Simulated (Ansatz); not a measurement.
Relaxation of BCl$_{2}$H$_{4}$P (8 atoms, charge 0, multiplicity 1), to a largest force component of 0.03 eV/Å in at most 50 steps.

The calculation used Ansatz, RKS PBE/6-31G*.

```xyz
8
Properties=species:S:1:pos:R:3
B 0.452 0.517 -0.188
Cl -0.684 -0.471 2.486
Cl 1.727 -0.649 -0.523
H -0.660 0.254 -0.551
P 0.835 2.191 0.657
H 2.131 2.492 0.133
H 0.066 3.052 -0.186
H -0.134 0.748 2.615
```

Where does it end, and by what steps?

It converged. After 17 steps the energy has fallen by 0.173 eV; Cl2 moved furthest, 1.66 Å.

```json
{"step": "0", "energy less start (eV)": "0.0000", "largest force component (eV/Å)": "0.805", "accepted": "yes"}
{"step": "1", "energy less start (eV)": "-0.0242", "largest force component (eV/Å)": "0.730", "accepted": "yes"}
{"step": "2", "energy less start (eV)": "-0.0381", "largest force component (eV/Å)": "1.057", "accepted": "yes"}
{"step": "3", "energy less start (eV)": "-0.0657", "largest force component (eV/Å)": "0.551", "accepted": "yes"}
{"step": "4", "energy less start (eV)": "-0.0905", "largest force component (eV/Å)": "0.228", "accepted": "yes"}
{"step": "5", "energy less start (eV)": "-0.1105", "largest force component (eV/Å)": "0.164", "accepted": "yes"}
{"step": "6", "energy less start (eV)": "-0.1267", "largest force component (eV/Å)": "0.122", "accepted": "yes"}
{"step": "7", "energy less start (eV)": "-0.1353", "largest force component (eV/Å)": "0.294", "accepted": "yes"}
{"step": "8", "energy less start (eV)": "-0.1492", "largest force component (eV/Å)": "0.195", "accepted": "yes"}
{"step": "9", "energy less start (eV)": "-0.1482", "largest force component (eV/Å)": "0.553", "accepted": "no"}
{"step": "10", "energy less start (eV)": "-0.1605", "largest force component (eV/Å)": "0.056", "accepted": "yes"}
{"step": "11", "energy less start (eV)": "-0.1640", "largest force component (eV/Å)": "0.104", "accepted": "yes"}
{"step": "12", "energy less start (eV)": "-0.1612", "largest force component (eV/Å)": "0.282", "accepted": "no"}
{"step": "13", "energy less start (eV)": "-0.1675", "largest force component (eV/Å)": "0.064", "accepted": "yes"}
{"step": "14", "energy less start (eV)": "-0.1697", "largest force component (eV/Å)": "0.097", "accepted": "yes"}
{"step": "15", "energy less start (eV)": "-0.1704", "largest force component (eV/Å)": "0.240", "accepted": "yes"}
{"step": "16", "energy less start (eV)": "-0.1719", "largest force component (eV/Å)": "0.094", "accepted": "yes"}
{"step": "17", "energy less start (eV)": "-0.1726", "largest force component (eV/Å)": "0.029", "accepted": "yes"}
```

```xyz
8
Properties=species:S:1:pos:R:3
B 0.635 0.493 -0.883
Cl -0.705 0.436 3.880
Cl 2.040 -0.485 -1.268
H -0.355 0.342 -1.546
P 0.582 1.607 0.665
H 1.895 2.156 0.713
H -0.127 2.740 0.170
H -0.231 0.844 2.712
```

Whether the end is a true minimum wasn't checked by a vibrational analysis.

The run took 39 s on 1 thread of Arm Neoverse V2 (shared host), peak memory 0.12 GiB.
